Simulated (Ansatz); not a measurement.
Ansatz (a program for electronic structure) input (CCSD(T)/def2-SVPD):

Ansatz 0.2 input:
```yaml
crystal:
  periodic: [false, false, false]
  atoms:
    - {symbol: Hg, position_ang: [0.79381529, -0.41421953, -0.64158118]}
    - {symbol: Br, position_ang: [-1.06307004, 1.64674589, -0.21714063]}
    - {symbol: Br, position_ang: [-0.75136491, -0.69995839, 1.68361190]}
basis:
  gaussian:
    orbitals: def2-SVPD
magnetization: {spin_polarized: true, initial_magnetization: 2}
correlation: {method: ccsd_t, electrons: outside_noble_gas}
output: {forces: true}
```

Output:

```
Functional definition: HF
integrals: 0.32 GiB planned
1113 factors; integrals over basis functions are off by at most 2.4e-4 eV
mean field: 1.08 GiB planned
mean field evaluation 1: about -144130.2682 eV, gradient 8.8e0 eV
mean field evaluation 2: about -144130.3715 eV, gradient 9.0e0 eV
mean field evaluation 4: about -144131.2580 eV, gradient 1.8e0 eV
mean field evaluation 8: about -144131.3390 eV, gradient 3.3e-1 eV
mean field evaluation 16: about -144131.3440 eV, gradient 1.2e-5 eV
mean field evaluation 32: about -144131.3357 eV, gradient 2.9e-1 eV
mean field evaluation 64: about -144126.4258 eV, gradient 1.5e1 eV
mean field evaluation 96: about -144129.8752 eV, gradient 1.5e-1 eV
mean field evaluation 128: about -144128.8564 eV, gradient 1.2e0 eV
mean field evaluation 160: about -144128.0105 eV, gradient 4.2e-1 eV
mean field evaluation 192: about -144128.0010 eV, gradient 4.4e-4 eV
mean field evaluation 224: about -144127.1609 eV, gradient 6.0e-2 eV
mean field evaluation 256: about -144130.2580 eV, gradient 5.2e-3 eV
mean field evaluation 288: about -144128.6870 eV, gradient 9.6e-4 eV
mean field -144131.34400981 eV, -5296.7291966266 hartree, gradient 2.5e-6 eV, S^2 2.036604; 15 other end points of the search recorded, 0 dependent functions left out
determinant -144131.34400981 eV, -5296.7291966266 hartree, with singles and doubles -144146.04192690 eV, -5297.2693351170 hartree
determinant -144130.25796187 eV, -5296.6892851009 hartree, with singles and doubles -144145.04254736 eV, -5297.2326085964 hartree
determinant -144129.87577788 eV, -5296.6752400984 hartree, with singles and doubles -144144.76328355 eV, -5297.2223458406 hartree
determinant -144128.93815883 eV, -5296.6407832338 hartree, with singles and doubles -144144.00079403 eV, -5297.1943248678 hartree
determinant -144128.86355126 eV, -5296.6380414561 hartree, with singles and doubles -144143.64710017 eV, -5297.1813268581 hartree
determinant -144128.68700215 eV, -5296.6315533961 hartree, with singles and doubles -144143.44553753 eV, -5297.1739195678 hartree
determinant -144128.47450755 eV, -5296.6237443637 hartree, with singles and doubles -144143.52343724 eV, -5297.1767823294 hartree
determinant -144128.02410834 eV, -5296.6071924980 hartree, with singles and doubles -144143.94899673 eV, -5297.1924213522 hartree
determinant -144128.00095910 eV, -5296.6063417792 hartree, with singles and doubles -144143.97864852 eV, -5297.1935110353 hartree
32 core orbitals not correlated
reference -144131.34400981 eV, -5296.7291966266 hartree; 14, 12 occupied and 71, 73 virtual orbitals, 1113 factors
densities: 1.17 GiB planned
second order -14.44896453 eV of doubles, -0.00000000 eV of singles
coupled cluster: 0.80 GiB planned
cycle   1  -14.70018815 eV  change   -2.3e-3 eV  update   2.2e-3
cycle   2  -14.70183223 eV  change   -1.6e-3 eV  update   1.7e-3
cycle   3  -14.70155365 eV  change    2.8e-4 eV  update   7.5e-4
cycle   4  -14.70171055 eV  change   -1.6e-4 eV  update   4.9e-4
cycle   5  -14.70227491 eV  change   -5.6e-4 eV  update   2.4e-4
cycle   6  -14.70247096 eV  change   -2.0e-4 eV  update   1.8e-4
cycle   7  -14.70222983 eV  change    2.4e-4 eV  update   1.3e-4
cycle   8  -14.70216252 eV  change    6.7e-5 eV  update   6.1e-5
cycle   9  -14.70217820 eV  change   -1.6e-5 eV  update   3.6e-5
cycle  10  -14.70220958 eV  change   -3.1e-5 eV  update   1.5e-5
cycle  11  -14.70220961 eV  change   -3.1e-8 eV  update   7.4e-6
cycle  12  -14.70220800 eV  change    1.6e-6 eV  update   1.9e-6
cycle  13  -14.70220781 eV  change    1.9e-7 eV  update   7.4e-7
cycle  14  -14.70220789 eV  change   -8.0e-8 eV  update   2.5e-7
perturbative correction -0.40506361 eV, -0.0148858132 hartree
the calculation of the forces begins
Total energy: -144146.45128131 eV, -5297.2843786141 hartree
Atom 0 at     0.793815    -0.414220    -0.641581 Å, force     0.010494    -0.005476    -0.008482 eV/Å
Atom 1 at    -1.063070     1.646746    -0.217141 Å, force    -0.010043     0.038847    -0.025006 eV/Å
Atom 2 at    -0.751365    -0.699958     1.683612 Å, force    -0.000451    -0.033371     0.033488 eV/Å
Dipole moment:     0.450229    -0.234933    -0.363886 e Å
```

The spin state was set by rule; other spins were not relaxed.
